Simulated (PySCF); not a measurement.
# Rh⁺: excitation energy

Rh⁺ [Kr] 4d8 (3F) → Rh⁺ [Kr] 4d7 5p1 (high-spin determinant), as a difference of total energies. All numbers are calculated (PySCF 2.14, the spin-free X2C one-electron Hamiltonian (Gaussian nucleus), in x2c-TZVPPall with one added diffuse shell each of s, p, d, f type (9s7p7d3f1g, 95 functions)). Correlated levels: valence: [Kr] frozen; valence and next inner shell: [Ar] 3d10 frozen. The calculations carry no spin-orbit coupling.

```json
{"method": "UHF", "excitation energy (eV)": "6.135"}
{"method": "LDA", "excitation energy (eV)": "7.415"}
{"method": "PBE", "excitation energy (eV)": "7.212"}
{"method": "PBE0", "excitation energy (eV)": "7.164"}
{"method": "r2SCAN", "excitation energy (eV)": "7.113"}
{"method": "BLYP", "excitation energy (eV)": "7.261"}
{"method": "PW91", "excitation energy (eV)": "7.230"}
{"method": "r2SCAN0", "excitation energy (eV)": "7.096"}
{"method": "wB97X", "excitation energy (eV)": "7.730"}
{"method": "MP2 (valence)", "excitation energy (eV)": "7.301"}
{"method": "SCS-MP2 (valence)", "excitation energy (eV)": "7.504"}
{"method": "MP2 (valence and next inner shell)", "excitation energy (eV)": "7.333"}
{"method": "SCS-MP2 (valence and next inner shell)", "excitation energy (eV)": "7.385"}
```

Q: How much does correlation contribute at MP2 (valence and next inner shell)?

A: 7.333 − (6.135) = 1.198 eV, measured against UHF.

A first-order spin-orbit estimate (lowest level to lowest level, LS coupling) adds 0.053 eV.

The determinant of the upper state mixes LS terms, which raises its energy above the lowest term, most at the Hartree-Fock and MP2 levels.
